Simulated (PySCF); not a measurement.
C2H3ClF2O2Si.

```xyz
11

C     -3.1449     0.2154     0.4580
C     -1.7855     0.1995    -0.1752
O     -1.4933     0.6092    -1.2643
O     -0.8428    -0.3558     0.6432
Si     0.7449    -0.4335     0.1459
F      0.9007    -1.3384    -1.1605
F      1.5078    -1.1750     1.3397
Cl     1.5635     1.3844    -0.1330
H     -3.8689     0.6621    -0.2333
H     -3.4408    -0.8129     0.7140
H     -3.1037     0.7893     1.3958
```

Coordinates come from a ωB97X-D3(BJ)/def2-SVP optimisation. One conformer was computed; it need not be the lowest.

Level of theory: PBE/pcSseg-1 run with PySCF. Non-relativistic, no solvent.

Task: Give the absolute GIAO shielding of each atom: isotropic value and principal components (ppm). (The exact figures need the calculation; the answer reports its results.)

Result: 
```
atom  σ(iso)     σ11     σ22     σ33   span
----  ------  ------  ------  ------  -----
C1     157.9   137.1   147.7   188.9   51.8
C2       8.5   -97.7    60.9    62.2  160.0
O3    -157.1  -404.3  -266.1   199.1  603.4
O4      76.5   -28.5    93.2   164.9  193.4
Si5    396.7   377.7   397.0   415.4   37.7
F6     281.5   231.7   239.7   373.0  141.2
F7     290.4   236.1   251.5   383.7  147.6
Cl8    874.3   781.7   794.5  1046.7  264.9
H9      29.4    25.5    27.7    35.0    9.6
H10     28.9    25.3    28.1    33.4    8.2
H11     28.9    25.3    28.3    33.2    7.8
```
